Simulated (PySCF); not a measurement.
Structure problem from calculated spectra and properties.

Formula: CH9FSi3.

- Dipole: 1.66 D [CAM-B3LYP/def2-SVPD]
- Rotational structure: rotational constants A, B, C: 2.564, 1.476, 1.276 GHz [GFN2-xTB]
- 13C NMR: chemical shifts (computed TMS as zero) by class: 6.0 (1 C) ppm [GIAO PBE0/pcSseg-1]
- Triplet: lowest triplet excitation (Tamm–Dancoff): 5.27 eV [TDA CAM-B3LYP/def2-SVPD]
- UV, strongest line: among the 8 lowest singlet transitions: S7 at 7.97 eV (156 nm, f = 0.395) [TDDFT CAM-B3LYP/def2-SVPD]
- Polarisability: 99.2 au [CAM-B3LYP/def2-SVPD]

Gas-phase values; electronic properties from PySCF, density fitting. Levels stand in brackets. Isolated species at its GFN2-xTB geometry, gas phase. Each NMR value is the plain mean over a class of atoms that symmetry, rotation or inversion makes alike.

Question: Give a SMILES that accounts for the data.

Answer: Numbering: `[CH3:1][Si:2]([F:3])([SiH3:4])[SiH3:5]`. Its formula, CH9FSi3, gives 0 degrees of unsaturation, so no ring and no π bond. The one carbon: Si-methyl carbon [C1] (6.0 ppm). The optimised geometry has point group Cs and is an asymmetric top. Structure: `C[Si](F)([SiH3])[SiH3]`. Computed isomers that give other values at the same levels: `FC([SiH3])([SiH3])[SiH3]` (13C chemical shifts (computed TMS as zero) by class: 82.4 (1 C) ppm); `C[Si@H]([SiH3])[SiH2]F` (13C chemical shifts (computed TMS as zero) by class: -10.6 (1 C) ppm); `F[SiH2]C([SiH3])[SiH3]` (13C chemical shifts (computed TMS as zero) by class: -12.3 (1 C) ppm). The assignments are read from this structure; whether some other isomer fits the data as well wasn't checked.
